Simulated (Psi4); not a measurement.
C2H3O (SMILES C[C]=O), doublet, at a GFN2-xTB geometry; Psi4 with M06-2X/pcseg-1.

The Psi4 input:
```
memory 2 GB

molecule {
0 2
  C    -0.98280623   -0.64031730    0.00918186
  C     0.00892753    0.45680593    0.00356209
  H    -0.51469410   -1.62955370   -0.00565307
  H    -1.60234727   -0.53869636    0.89822118
  H    -1.62802750   -0.52448715   -0.85962290
  O     1.19854263    0.47422569   -0.01367611
}

set basis pcseg-1
set reference uks

energy('m06-2x')
print_variables()
```

The log (banner, timings and long lists left out):

```
   => Loading Basis Set <=

    Name: PCSEG-1
    Role: ORBITAL
    Keyword: BASIS

         ---------------------------------------------------------
                                   SCF
               by Justin Turney, Rob Parrish, Andy Simmonett
                          and Daniel G. A. Smith
                              UKS Reference
         ---------------------------------------------------------

  ==> Geometry <==

    Molecular point group: c1
    Full point group: C1

    Geometry (in Angstrom), charge = 0, multiplicity = 2:

       Center              X                  Y                   Z               Mass
    ------------   -----------------  -----------------  -----------------  -----------------
         C           -1.069040710291    -0.702366461628     0.009940089322    12.000000000000
         C           -0.077306950291     0.394756768372     0.004320319322    12.000000000000
         H           -0.600928580291    -1.691602861628    -0.004894840678     1.007825032230
         H           -1.688581750291    -0.600745521628     0.898979409322     1.007825032230
         H           -1.714261980291    -0.586536311628    -0.858864670678     1.007825032230
         O            1.112308149709     0.412176528372    -0.012917880678    15.994914619570

  Running in c1 symmetry.

  Rotational constants: A =      3.04552  B =      0.32758  C =      0.31287 [cm^-1]
  Rotational constants: A =  91302.32502  B =   9820.74118  C =   9379.62101 [MHz]
  Nuclear repulsion =   63.012454777607431

  Charge       = 0
  Multiplicity = 2
  Electrons    = 23
  Nalpha       = 12
  Nbeta        = 11

  ==> Algorithm <==

  SCF Algorithm Type is DF.
  DIIS enabled.
  MOM disabled.
  Fractional occupation disabled.
  Guess Type is SAD.
  Energy threshold   = 1.00e-06
  Density threshold  = 1.00e-06
  Integral threshold = 1.00e-12

  ==> Primary Basis <==

  Basis Set: PCSEG-1
    Blend: PCSEG-1
    Number of shells: 27
    Number of basis functions: 57
    Number of Cartesian functions: 60
    Spherical Harmonics?: true
    Max angular momentum: 2

  ==> DFT Potential <==

   => LibXC <=

    Version 7.1.2
    S. Lehtola, C. Steigemann, M. J. T. Oliveira, and M. A. L. Marques,  SoftwareX 7, 1–5 (2018) (10.1016/j.softx.2017.11.002)

   => Composite Functional: M06-2X <=

    Hybrid M06-2X Meta-GGA XC Functional  (10.1007/s00214-007-0310-x)
    Y. Zhao and D. G. Truhlar,  Theor. Chem. Acc., 120, 215, 2008

    Deriv               =              1
    GGA                 =           TRUE
    Meta                =           TRUE

    Exchange Hybrid     =           TRUE
    MP2 Hybrid          =          FALSE

   => Exchange Functionals <=

    1.0000   XC_HYB_MGGA_X_M06_2X

   => Exact (HF) Exchange <=

    0.5400               HF

   => Correlation Functionals <=

    1.0000   XC_MGGA_C_M06_2X

   => LibXC Density Thresholds  <==

    XC_MGGA_C_M06_2X:  1.00E-12
    XC_HYB_MGGA_X_M06_2X:  1.00E-15

   => Molecular Quadrature <=

    Radial Scheme          =       TREUTLER
    Pruning Scheme         =           NONE
    Nuclear Scheme         =       TREUTLER

    Blocking Scheme        =         OCTREE
    BS radius alpha        =              1
    Pruning alpha          =              1
    Radial Points          =             75
    Spherical Points       =            302
    Total Points           =         130083
    Total Blocks           =           1037
    Max Points             =            256
    Max Functions          =             57
    Weights Tolerance      =       1.00E-15

   => Loading Basis Set <=

    Name: (PCSEG-1 AUX)
    Role: JKFIT
    Keyword: DF_BASIS_SCF

  ==> Integral Setup <==

  SCF_SUBTYPE=INCORE selected. In-core MEM_DF algorithm will be used.
  Using in-core AOs.

  ==> MemDFJK: Density-Fitted J/K Matrices <==

    J tasked:                   Yes
    K tasked:                   Yes
    wK tasked:                   No
    Algorithm:                 Core
    Schwarz Cutoff:           1E-12
[...]

  ==> Pre-Iterations <==

  SCF Guess: Superposition of Atomic Densities via on-the-fly atomic UHF (no occupation information).

   -------------------------
    Irrep   Nso     Nmo
   -------------------------
     A         57      57
   -------------------------
    Total      57      57
   -------------------------

  ==> Iterations <==

                           Total Energy        Delta E     RMS |[F,P]|

   @DF-UKS iter SAD:  -152.45226631276569   -1.52452e+02   0.00000e+00
   @DF-UKS iter   1:  -152.93933218846186   -4.87066e-01   9.52326e-03 DIIS/ADIIS
   @DF-UKS iter   2:  -152.95229264162896   -1.29605e-02   9.83658e-03 DIIS/ADIIS
   @DF-UKS iter   3:  -153.07138458988919   -1.19092e-01   2.47104e-03 DIIS/ADIIS
   @DF-UKS iter   4:  -153.07948743163627   -8.10284e-03   4.20735e-04 DIIS/ADIIS
   @DF-UKS iter   5:  -153.07974604737137   -2.58616e-04   1.06304e-04 DIIS/ADIIS
   @DF-UKS iter   6:  -153.07976754653569   -2.14992e-05   3.05697e-05 DIIS
   @DF-UKS iter   7:  -153.07977004938192   -2.50285e-06   9.20357e-06 DIIS
   @DF-UKS iter   8:  -153.07977047042024   -4.21038e-07   2.71822e-06 DIIS
   @DF-UKS iter   9:  -153.07977053008523   -5.96650e-08   1.00902e-06 DIIS
   @DF-UKS iter  10:  -153.07977054115307   -1.10678e-08   2.56501e-07 DIIS
  Energy and wave function converged.

  ==> Post-Iterations <==

   Electrons on quadrature grid:
      Nalpha   =   12.0000028848 ; deviation = 2.885e-06
      Nbeta    =   11.0000037225 ; deviation = 3.722e-06
      Ntotal   =   23.0000066073 ; deviation = 6.607e-06

   @Spin Contamination Metric:   3.101183355E-03
   @S^2 Expected:                7.500000000E-01
   @S^2 Observed:                7.531011834E-01
   @S   Expected:                5.000000000E-01
   @S   Observed:                5.000000000E-01

    Orbital Energies [Eh]
    ---------------------

    Alpha Occupied:

[...]
    Alpha Virtual:

[...]
    Beta Occupied:

[...]
    Beta Virtual:

[...]
      57A      3.266087

    Final Occupation by Irrep:
              A
    DOCC [    11 ]
    SOCC [     1 ]
    NA   [    12 ]
    NB   [    11 ]

  @DF-UKS Final Energy:  -153.07977054115307

   => Energetics <=

    Nuclear Repulsion Energy =             63.0124547776074309
    One-Electron Energy =                -331.6775224430952562
    Two-Electron Energy =                 125.4209522388029825
    DFT Exchange-Correlation Energy =      -9.8356551144682491
    Empirical Dispersion Energy =           0.0000000000000000
    VV10 Nonlocal Energy =                  0.0000000000000000
    Total Energy =                       -153.0797705411530671

  UHF NO Occupations:
  HONO-2 :   10  A 1.9996991
  HONO-1 :   11  A 1.9990276
  HONO-0 :   12  A 1.0000000
  LUNO+0 :   13  A 0.0009724
  LUNO+1 :   14  A 0.0003009
  LUNO+2 :   15  A 0.0001589
  LUNO+3 :   16  A 0.0000530

Computation Completed

Properties will be evaluated at   0.000000,   0.000000,   0.000000 [a0]

Properties computed using the SCF density matrix

 Multipole Moments:

 ------------------------------------------------------------------------------------
     Multipole            Electronic (a.u.)      Nuclear  (a.u.)        Total (a.u.)
 ------------------------------------------------------------------------------------

 L = 1.  Multiply by 2.5417464519 to convert [e a0] to [Debye]
 Dipole X            :          2.8135345           -3.7480697           -0.9345353
 Dipole Y            :          2.1194355           -2.6968860           -0.5774506
 Dipole Z            :         -0.0239707            0.0329555            0.0089848
 Magnitude           :                                                    1.0985836

 ------------------------------------------------------------------------------------

  Variable Map:
  ----------------------------------------------------------------------------
[...]
  Array Variable Map:
  ----------------------------------------------------------------------------
[...]
[...]
```
